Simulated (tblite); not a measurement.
A tight-binding relaxation on `CC(C)(C)CC(=O)F`.

Computed with GFN2-xTB geometry optimisation, gas phase (tblite 0.8.0). Start geometry: from a force field or distance geometry. A driver script takes a list of jobs; this job's settings line and coordinates (Å) are shown.

Command:
```bash
OMP_NUM_THREADS=1 python probes_run.py task.json out
```

Input:
```
{"job": {"kind": "relax", "xc": "GFN2-xTB", "basis": "xTB"}, "charge": 0, "multiplicity": 1}
C     -0.399200     1.467900    -0.135600
C     -0.323600    -0.021300     0.065900
C     -1.214200    -0.410600     1.234600
C     -0.777600    -0.698300    -1.194600
C      1.061000    -0.400300     0.505900
C      2.140000    -0.069100    -0.434200
O      2.011900     0.483200    -1.515000
F      3.434700    -0.393200    -0.068400
H      0.575700     1.928500    -0.377600
H     -0.815500     1.918200     0.800100
H     -1.092000     1.711500    -0.992900
H     -1.541000    -1.449800     1.019300
H     -0.635800    -0.417500     2.176500
H     -2.073300     0.275400     1.368000
H     -0.658900    -1.782600    -1.193000
H     -0.233500    -0.306900    -2.064900
H     -1.849700    -0.406700    -1.355300
H      1.265800     0.087900     1.470400
H      1.115500    -1.507300     0.683500
```

Output:
```
step      E/eV     max force
  0    -741.45232    3.672
  1    -741.58148    5.306
  2    -741.72850    0.878
  3    -741.75696    0.550
  4    -741.82241    0.672
  5    -741.84666    0.447
  6    -741.86739    0.287
  7    -741.87964    0.270
  8    -741.89078    0.287
  9    -741.89816    0.185
... (60 lines left out)
 70    -742.06887    0.022
 71    -742.06893    0.018
 72    -742.06898    0.016
 73    -742.06903    0.017
 74    -742.06908    0.019
 75    -742.06915    0.023
 76    -742.06923    0.023
 77    -742.06928    0.016
 78    -742.06931    0.013
 79    -742.06933    0.009
```

«max force» is the largest atomic force in eV/Å.

In short: energy lowered by 14.2 kcal/mol over 79 steps; largest atomic force 0.009 eV/Å at the end.

Question: Where do the atoms end?

Answer: 0.362 Å rms from the input after alignment:
```
atom  x, y, z in Å
C1    -0.4187    1.5324   -0.0562
C2    -0.3419    0.0113    0.0839
C3    -1.2957   -0.4433    1.1927
C4    -0.7360   -0.6579   -1.2340
C5     1.0816   -0.4147    0.4853
C6     2.1593   -0.0847   -0.4850
O7     2.1615    0.4863   -1.5158
F8     3.3540   -0.5744   -0.0101
H9     0.2377    1.8806   -0.8481
H10   -0.1326    2.0199    0.8736
H11   -1.4350    1.8327   -0.2984
H12   -1.2717   -1.5248    1.3053
H13   -1.0266    0.0076    2.1453
H14   -2.3141   -0.1486    0.9536
H15   -0.6560   -1.7406   -1.1561
H16   -0.0950   -0.3191   -2.0428
H17   -1.7640   -0.4096   -1.4858
H18    1.3615    0.0526    1.4353
H19    1.1220   -1.4966    0.6498
```

Run on one thread of an Arm Neoverse V1, no GPU, shared host.
Labels such as C1 count atoms from 1, the log's own numbers from 0.
